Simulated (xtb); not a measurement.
B(F)(OH)(SeH) (BFH2OSe), SMILES OB(F)[SeH]. All values are semi-empirical tight-binding results from xtb (GFN2-xTB unless named), good for trends rather than for accurate numbers. The structure is a stationary point at GFN2-xTB. The values are those of a single conformer.

Optimised geometry:

Bond lengths (Å): B1–F2 1.330, B1–O3 1.328, B1–Se5 1.922, O3–H4 0.958, Se5–H6 1.435. Bond angles (°): F2–B1–O3 121.5, F2–B1–Se5 119.4, O3–B1–Se5 119.1, B1–O3–H4 118.7, B1–Se5–H6 95.4.

Estimate the properties. (An estimate is asked for; the answer gives what the named calculation found.)


| Quantity | Value |
|---|---|
| point group as xtb finds it | Cs |
| orbital gap | 5.04 eV |
| zero-point energy | 17.3 kcal/mol |
| G − E(el) at 298.15 K (modified RRHO) | -0.9 kcal/mol |
| static polarisability (D4 model) | 48.5 bohr³ |
| solvation energy, GFN2-xTB/ALPB(water) | -6.9 kcal/mol |
| solvation energy, GFN2-xTB/ALPB(ch2cl2) | -4.0 kcal/mol |

Give the atomic charges and the Wiberg bond orders between heavy atoms. (An estimate is asked for; the answer gives what the named calculation found.)

charges (e) B1 0.52, F2 -0.30, O3 -0.45, H4 0.33, Se5 -0.26, H6 0.16. Bond orders B1–F2 1.03, B1–O3 1.26, B1–Se5 1.06.
